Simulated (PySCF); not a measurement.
## How methods differ on the ionisation energy of Ru

Ru [Kr] 4d7 5s1 (5F) → Ru⁺ [Kr] 4d7 (4F), as a difference of total energies. All numbers are calculated (PySCF 2.14, the spin-free X2C one-electron Hamiltonian (Gaussian nucleus), in aug-cc-pwCVTZ-DK with one added diffuse shell each of s, p, d, f, g type (12s11p9d5f4g, 161 functions)). Correlated levels: valence: [Kr] frozen; valence and next inner shell: [Ar] 3d10 frozen. The calculations carry no spin-orbit coupling.

Question: Order these methods by the ionisation energy they give, lowest first.
A. MP2 (valence and next inner shell)
B. LDA
C. SCS-MP2 (valence and next inner shell)
D. SCS-MP2 (valence)

Answer: D (6.914 eV), C (7.115 eV), A (7.424 eV), B (8.024 eV).

For comparison: 7.365 eV (measured; NIST levels, between the centres of gravity of the two terms).
